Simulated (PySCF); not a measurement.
```xyz
20

Si     3.6085    -0.6104     0.0249
C      1.8130     0.0088    -0.0817
C      1.4599     1.3415    -0.4635
C      0.1227     1.6999    -0.5122
C     -0.8725     0.7381    -0.1822
C     -2.2700     1.0150    -0.2038
C     -3.1860     0.0288     0.1304
C     -2.7419    -1.2721     0.4986
C     -1.3891    -1.5726     0.5294
C     -0.4201    -0.5815     0.1916
N      0.9027    -0.9151     0.2336
H      3.9108    -1.0680     1.4242
H      3.8107    -1.7619    -0.9193
H      4.5583     0.5001    -0.3446
H      2.2484     2.0671    -0.7147
H     -0.1847     2.7176    -0.8029
H     -2.6085     2.0235    -0.4899
H     -4.2641     0.2494     0.1114
H     -3.4828    -2.0427     0.7609
H     -1.0156    -2.5680     0.8101
```

Charge 0, multiplicity 1.

**Question.** Give the Mulliken and meta-Löwdin atomic charges from PBE-D3(BJ)/def2-TZVP // PBE-D3(BJ)/def2-SVP (PySCF).

**Answer.** 
```
atom  Mulliken (e)  meta-Löwdin (e)
----  ------------  ---------------
Si1           0.14             0.41
C2            0.10            -0.09
C3           -0.20            -0.14
C4           -0.15            -0.09
C5            0.12            -0.01
C6           -0.20            -0.12
C7           -0.09            -0.12
C8           -0.06            -0.11
C9           -0.22            -0.12
C10           0.15             0.10
N11          -0.15            -0.24
H12          -0.02            -0.07
H13          -0.02            -0.07
H14          -0.04            -0.09
H15           0.11             0.13
H16           0.11             0.12
H17           0.11             0.12
H18           0.11             0.12
H19           0.11             0.13
H20           0.10             0.13
```
